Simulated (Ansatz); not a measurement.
Reaction (ligand exchange at the Si–C bond): `C/C([SiH3])=C\N` + `C[O][AlH][SH]` → `C[O][AlH][S][SiH3]` + `C/C=C/N`

Program: Ansatz. Geometries: PBE0-D4/def2-TZVP. ΔE: electronic, gas phase. CCSD(T)/CBS is the MP2 limit (def2-TZVPP, def2-QZVPP) plus CCSD(T) − MP2 in def2-TZVPP, frozen cores. Double bonds are as drawn, so ΔE can hold a change between cis and trans. Functionals use def2-TZVPP. B3LYP here is the variant with VWN-RPA as its local correlation; programs differ in this. One conformer a species, not always the lowest.

```tsv
level	ΔE (kcal/mol)	difference from CCSD(T)/CBS
PBE-D4	-11.0	0.8
r2SCAN-D4	-11.4	0.4
PBE0-D4	-11.7	0.1
B3LYP-D4	-11.3	0.5
ωB97X-V	-11.5	0.3
ωB97M-V	-11.3	0.5
B2PLYP	-11.3	0.5
PBE	-11.0	0.8
r2SCAN	-11.4	0.4
PBE0	-11.7	0.1
B3LYP	-11.3	0.5
HF/def2-TZVPP	-13.5	-1.7
MP2/def2-TZVPP	-11.2	0.6
SCS-MP2/def2-TZVPP	-11.4	0.4
CCSD/def2-TZVPP	-11.5	0.3
CCSD(T)/def2-TZVPP	-11.1	0.7
HF/def2-QZVPP	-13.4	-1.6
MP2/def2-QZVPP	-11.5	0.3
SCS-MP2/def2-QZVPP	-11.8	0.0
HF/CBS(def2)	-13.4	-1.6
MP2/CBS(def2)	-11.8	0.0
CCSD/CBS(def2)	-12.1	-0.3
CCSD(T)/CBS	-11.8	0
```

Largest T1 diagnostic among the species: 0.012.

In def2-TZVPP, CCSD(T) changes the Hartree–Fock value by +2.3 kcal/mol (the triples alone add +0.4 kcal/mol) and MP2 by +2.3 kcal/mol. From PBE to PBE0 (25 % exact exchange), in def2-TZVPP and without D4, ΔE moves by −0.7 kcal/mol.
